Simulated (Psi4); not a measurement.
A dimer, HF ··· H4OSi (SMILES F and O[SiH3]); the first 2 atoms form monomer A.

```
8

F      0.4622     0.0000     0.0000
H     -0.4622     0.0000     0.0000
Si    -1.6930     1.4202    -2.7841
O     -0.2232     0.6649    -2.7708
H     -2.5777     0.8765    -3.8445
H     -2.3937     1.2764    -1.4837
H     -1.4117     2.8448    -3.0474
H     -0.1936    -0.2812    -2.6120
```

### Question
What interaction energy does SAPT0/jun-cc-pVDZ, frozen core (Psi4) give, and which attractive term is the largest?

### Answer
Total 6.76 kJ/mol: electrostatics 2.13, exchange 8.23, induction -1.32, dispersion -2.27. The most attractive term is dispersion.
